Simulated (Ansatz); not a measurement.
Process, species as SMILES: COB(OC)OC → CO[B]OC + C[O] (the B-O bond at the site shown breaks; other sites are not compared here)
Structures are relaxed separately at B3LYP-D3(BJ)/def2-TZVP in Ansatz (a first-principles code), one conformer each, not searched for the lowest.
Geometry of the first species:
```
B
O 1 1.3659
O 1 1.3659 2 120.00
O 1 1.3659 2 120.00 3 180.00
C 3 1.4223 1 120.65 2 0.00
H 5 1.0889 3 107.37 1 -180.00
H 5 1.0917 6 109.38 3 120.62
H 5 1.0917 6 109.38 7 118.75
C 2 1.4223 1 120.65 3 -180.00
H 9 1.0889 2 107.37 1 -180.00
H 9 1.0917 10 109.38 2 120.62
H 9 1.0917 10 109.38 11 118.75
C 4 1.4223 1 120.65 2 180.00
H 13 1.0889 4 107.37 1 -180.00
H 13 1.0917 14 109.38 4 -120.62
H 13 1.0917 14 109.38 15 -118.75
```

Wanted: bond dissociation energy (electronic energy difference), in kcal/mol. Cores are frozen in the correlated levels unless marked. UHF or UKS for open shells. Spin-orbit coupling is left out. No relativistic terms. CBS marks a two-point X^-3 extrapolation of the correlation energy; Hartree-Fock from the larger set. The bracket is a focal-point correction in the basis named.

| level | program | bond dissociation energy (kcal/mol) |
|---|---|---|
| HF/cc-pVTZ | Ansatz | 107.8 |
| BLYP/def2-TZVPD | Ansatz | 125.1 |

Task: Estimate the value at RI-MP2/CBS(cc-pVTZ,cc-pVQZ)+[CCSD(T)-MP2]/cc-pVDZ as computed with Ansatz.

Result: 142.9 kcal/mol, so BLYP/def2-TZVPD differs from it by -17.8 kcal/mol.
